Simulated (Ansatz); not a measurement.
A structure relaxed at r2SCAN-D4/def2-SVP in Ansatz, charge 0, singlet:

```xyz
8

Nb    0.1197    0.9622   -1.3748
Nb    1.4772    0.7605    0.8453
Nb   -1.3201   -1.5166   -0.5973
Nb   -1.1321    0.9474    0.7343
N     1.0232   -1.0429    1.1325
N    -0.1432   -1.4994    0.8380
N     0.1755    2.2812    0.3068
N    -0.2003   -0.8925   -1.8848
```

Q: Give its formula.

A: Nb4N4.

Q: Summarise the bond lengths by kind (pairs closer than 1.2 times the sum of covalent radii, bridged metal pairs left out).

A: 9 × N–Nb 1.82 to 2.78 Å; 1 × N–N 1.29 Å.

In the def2 sets Nb takes a core potential; there is no spin–orbit coupling. The restricted singlet is unstable towards broken spin symmetry at other levels; at r2SCAN-D4/def2-SVP this wasn't settled. Another isomer (triplet) lies 1.13 eV lower at PBE0-D4/def2-TZVP; other spin states weren't run for this one.
